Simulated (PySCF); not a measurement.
# [closo-1-(NH3)B6H5]-, charge -1

Geometry:
| atom | x (Å) | y (Å) | z (Å) |
| --- | --- | --- | --- |
| B1 | 0.121 | 0.377 | -0.246 |
| B2 | -1.322 | -0.109 | 0.442 |
| B3 | 0.115 | 0.035 | 1.392 |
| B4 | -0.502 | -1.502 | 0.988 |
| B5 | -0.480 | -1.124 | -0.674 |
| B6 | 0.956 | -0.976 | 0.274 |
| N7 | 0.595 | 1.775 | -1.169 |
| H8 | 1.543 | 1.609 | -1.476 |
| H9 | 0.532 | 2.573 | -0.551 |
| H10 | -0.048 | 1.846 | -1.945 |
| H11 | -2.453 | 0.361 | 0.503 |
| H12 | 0.424 | 0.657 | 2.403 |
| H13 | -0.827 | -2.483 | 1.633 |
| H14 | -0.765 | -1.668 | -1.736 |
| H15 | 2.112 | -1.370 | 0.163 |

Total charge -1.

Method used: GIAO B3LYP/def2-SVP magnetisability, rotational g tensor and spin-rotation constants, non-relativistic, gas phase in PySCF 2.14.0. Geometry: GFN2-xTB.

For an ion the centre-of-mass motion in the field is neglected.

**Question.** Give the nuclear spin-rotation constants along the inertial axes (H = +C I·J) beside the isotropic shieldings.

**Answer.** Rotational constants 5.4541, 2.4808, 2.4805 GHz.
| atom | isotope | Caa (kHz) | Cbb (kHz) | Ccc (kHz) | mean (kHz) | σ (ppm) |
| --- | --- | --- | --- | --- | --- | --- |
| B1 | 11B | 0.755 | 0.535 | 0.535 | 0.608 | 108.9 |
| B2 | 11B | 0.870 | 0.348 | 0.348 | 0.522 | 131.7 |
| B3 | 11B | 0.868 | 0.359 | 0.359 | 0.529 | 130.3 |
| B4 | 11B | 0.840 | 0.264 | 0.264 | 0.456 | 144.3 |
| B5 | 11B | 0.868 | 0.354 | 0.354 | 0.525 | 131.0 |
| B6 | 11B | 0.865 | 0.364 | 0.364 | 0.531 | 129.6 |
| N7 | 14N | 0.220 | 0.097 | 0.097 | 0.138 | 236.2 |
| H8 | 1H | -0.622 | -0.069 | -0.069 | -0.254 | 28.5 |
| H9 | 1H | -0.616 | -0.071 | -0.071 | -0.252 | 28.5 |
| H10 | 1H | -0.616 | -0.070 | -0.070 | -0.252 | 28.5 |
| H11 | 1H | -0.367 | -0.065 | -0.065 | -0.166 | 30.7 |
| H12 | 1H | -0.368 | -0.064 | -0.064 | -0.165 | 30.6 |
| H13 | 1H | 0.178 | -0.194 | -0.194 | -0.070 | 31.1 |
| H14 | 1H | -0.368 | -0.065 | -0.065 | -0.166 | 30.7 |
| H15 | 1H | -0.368 | -0.064 | -0.064 | -0.165 | 30.6 |

Where two moments of inertia are equal or nearly so, the constants along those axes are given as their average.
For the geometry as given, no vibrational averaging.
